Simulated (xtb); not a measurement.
A run for xtb: GFN1-xTB on C3H7 (SMILES C[CH]C).

```
$ xtb mol.xyz --gfn 1 --sp --chrg 0 --uhf 1
10

C      1.28242368     0.12598163     0.20031395
C      0.03900137    -0.03573763    -0.60456714
C     -1.30274119    -0.04124488     0.04333831
H      1.51923468    -0.78716386     0.78979666
H      1.18674697     0.94387705     0.93806450
H      2.16226505     0.33352891    -0.42887700
H      0.12464652    -0.39027637    -1.63732294
H     -1.48966030    -0.98179176     0.60710826
H     -2.11966753     0.05652425    -0.68888462
H     -1.40244926     0.77640266     0.78083002
```

It printed:

```
[...]
           -------------------------------------------------
          |                Calculation Setup                |
           -------------------------------------------------



           -------------------------------------------------
          |                 G F N 1 - x T B                 |
           -------------------------------------------------

        Reference                      10.1021/acs.jctc.7b00118
      * Hamiltonian:
        H0-scaling (s, p, d)           1.850000    2.250000    2.000000
        zeta-weighting                 0.000000
      * Dispersion:
        s8                             2.400000
        a1                             0.630000
        a2                             5.000000
        s9                             0.000000
      * Repulsion:
        kExp                           1.500000
        rExp                           1.000000
      * Coulomb:
        alpha                          2.000000
        third order                    atomic
        anisotropic                    false
      * Halogen bond correction:
        rad-scale                      1.300000
        damping                        0.440000


          ...................................................
          :                      SETUP                      :
          :.................................................:
          :  # basis functions                  26          :
          :  # atomic orbitals                  26          :
          :  # shells                           20          :
          :  # electrons                        19          :
          :  # halogen bonds                     0          :
          :  max. iterations                   250          :
          :  Hamiltonian                  GFN1-xTB          :
          :  restarted?                      false          :
          :  GBSA solvation                  false          :
          :  PC potential                    false          :
          :  electronic temp.          300.0000000     K    :
          :  accuracy                    1.0000000          :
          :  -> integral cutoff          0.2500000E+02      :
          :  -> integral neglect         0.1000000E-07      :
          :  -> SCF convergence          0.1000000E-05 Eh   :
          :  -> wf. convergence          0.2000000E-04 e    :
          :  Broyden damping             0.4000000          :
          :  net charge                          0          :
          :  unpaired electrons                  1          :
          ...................................................

 iter      E             dE          RMSdq      gap      omega  full diag
   1    -10.1626854 -0.101627E+02  0.772E+00    4.69       0.0  T
   2    -10.1755511 -0.128657E-01  0.470E+00    5.30       1.0  T
   3    -10.1759329 -0.381764E-03  0.496E-01    5.56       1.0  T
   4    -10.1766819 -0.749045E-03  0.241E-02    5.42       1.3  T
   5    -10.1766856 -0.364215E-05  0.417E-03    5.43       7.6  T
   6    -10.1766856 -0.553877E-07  0.115E-03    5.43      27.5  T
   7    -10.1766856 -0.378743E-08  0.996E-05    5.43     317.5  T
   8    -10.1766856 -0.202647E-10  0.233E-05    5.43    1354.5  T

   *** convergence criteria satisfied after 8 iterations ***

         #    Occupation            Energy/Eh            Energy/eV
      -------------------------------------------------------------
         1        2.0000           -0.6419107             -17.4673
       ...           ...                  ...                  ...
         4        2.0000           -0.5444404             -14.8150
         5        2.0000           -0.5319347             -14.4747
         6        2.0000           -0.5195055             -14.1365
         7        2.0000           -0.5069480             -13.7948
         8        2.0000           -0.4851613             -13.2019
         9        2.0000           -0.4761163             -12.9558
        10        1.0000           -0.3285691              -8.9408 (HOMO)
        11                         -0.1288900              -3.5073 (LUMO)
        12                         -0.1277163              -3.4753
        13                         -0.0892344              -2.4282
        14                         -0.0714396              -1.9440
        15                         -0.0542865              -1.4772
       ...                                ...                  ...
        26                          0.4392817              11.9535
      -------------------------------------------------------------
                  HL-Gap            0.1996791 Eh            5.4335 eV
             Fermi-level           -0.3155361 Eh           -8.5862 eV

 SCC (total)                   0 d,  0 h,  0 min,  0.008 sec
 SCC setup                      ...        0 min,  0.000 sec (  1.865%)
 Dispersion                     ...        0 min,  0.000 sec (  0.849%)
 classical contributions        ...        0 min,  0.000 sec (  0.526%)
 integral evaluation            ...        0 min,  0.002 sec ( 22.370%)
 iterations                     ...        0 min,  0.002 sec ( 25.078%)
 molecular gradient             ...        0 min,  0.004 sec ( 45.811%)
 printout                       ...        0 min,  0.000 sec (  3.278%)

         :::::::::::::::::::::::::::::::::::::::::::::::::::::
         ::                     SUMMARY                     ::
         :::::::::::::::::::::::::::::::::::::::::::::::::::::
         :: total energy             -10.042855113687 Eh    ::
         :: gradient norm              0.023004416062 Eh/a0 ::
         :: HOMO-LUMO gap              5.433544215079 eV    ::
         ::.................................................::
         :: SCC energy               -10.176685627847 Eh    ::
         :: -> electrostatic           0.000477758611 Eh    ::
         :: repulsion energy           0.136066549329 Eh    ::
         :: dispersion energy         -0.002236035170 Eh    ::
         :: halogen bond corr.         0.000000000000 Eh    ::
         :: add. restraining           0.000000000000 Eh    ::
         :: total charge               0.000000000000 e     ::
         :::::::::::::::::::::::::::::::::::::::::::::::::::::

           -------------------------------------------------
          |                Property Printout                |
           -------------------------------------------------

    * Orbital Energies and Occupations

         #    Occupation            Energy/Eh            Energy/eV
      -------------------------------------------------------------
         1        2.0000           -0.6419107             -17.4673
         2        2.0000           -0.6284831             -17.1019
         3        2.0000           -0.5843456             -15.9009
         4        2.0000           -0.5444404             -14.8150
         5        2.0000           -0.5319347             -14.4747
         6        2.0000           -0.5195055             -14.1365
         7        2.0000           -0.5069480             -13.7948
         8        2.0000           -0.4851613             -13.2019
         9        2.0000           -0.4761163             -12.9558
        10        1.0000           -0.3285691              -8.9408 (HOMO)
        11                         -0.1288900              -3.5073 (LUMO)
        12                         -0.1277163              -3.4753
        13                         -0.0892344              -2.4282
        14                         -0.0714396              -1.9440
        15                         -0.0542865              -1.4772
        16                         -0.0539973              -1.4693
        17                         -0.0452061              -1.2301
        18                          0.1205952               3.2816
Note: The following floating-point exceptions are signalling: IEEE_DENORMAL
normal termination of xtb
        19                          0.1814334               4.9371
        20                          0.2013173               5.4781
        21                          0.2150843               5.8527
       ...                                ...                  ...
        26                          0.4392817              11.9535
      -------------------------------------------------------------
                  HL-Gap            0.1996791 Eh            5.4335 eV
             Fermi-level           -0.3155361 Eh           -8.5862 eV

  Mulliken/CM5 charges         n(s)   n(p)   n(d)
     1C    -0.06773 -0.20936   1.007  3.061  0.000
     2C    -0.07744 -0.14477   1.081  2.997  0.000
     3C    -0.06773 -0.20936   1.007  3.061  0.000
     4H     0.03640  0.08534   0.964  0.000  0.000
     5H     0.02946  0.07948   0.971  0.000  0.000
     6H     0.02888  0.07882   0.971  0.000  0.000
     7H     0.02340  0.07622   0.977  0.000  0.000
     8H     0.03640  0.08534   0.964  0.000  0.000
     9H     0.02888  0.07882   0.971  0.000  0.000
    10H     0.02946  0.07948   0.971  0.000  0.000

Wiberg/Mayer (AO) data.
largest (>0.10) Wiberg bond orders for each atom

 ---------------------------------------------------------------------------
     #   Z sym  total        # sym  WBO       # sym  WBO       # sym  WBO
 ---------------------------------------------------------------------------
     1   6 C    3.998 --     2 C    1.076     6 H    0.982     5 H    0.973
                             4 H    0.948
     2   6 C    3.270 --     3 C    1.076     1 C    1.076     7 H    0.981
     3   6 C    3.998 --     2 C    1.076     9 H    0.982    10 H    0.973
                             8 H    0.948
     4   1 H    1.006 --     1 C    0.948
     5   1 H    1.008 --     1 C    0.973
     6   1 H    1.009 --     1 C    0.982
     7   1 H    1.004 --     2 C    0.981
     8   1 H    1.006 --     3 C    0.948
     9   1 H    1.009 --     3 C    0.982
    10   1 H    1.008 --     3 C    0.973
 ---------------------------------------------------------------------------

Topologies differ in total number of bonds
Writing topology from bond orders to xtbtopo.mol

 dipole moment from electron density (au)
     X       Y       Z
  -0.0049  -0.0929   0.1797  total (Debye):    0.514


           -------------------------------------------------
          | TOTAL ENERGY              -10.042855113687 Eh   |
          | GRADIENT NORM               0.023004416062 Eh/α |
          | HOMO-LUMO GAP               5.433544215079 eV   |
           -------------------------------------------------

------------------------------------------------------------------------
------------------------------------------------------------------------
 total:
 SCF:
```

The run finished.

Cost: roughly 0.06 core-seconds.
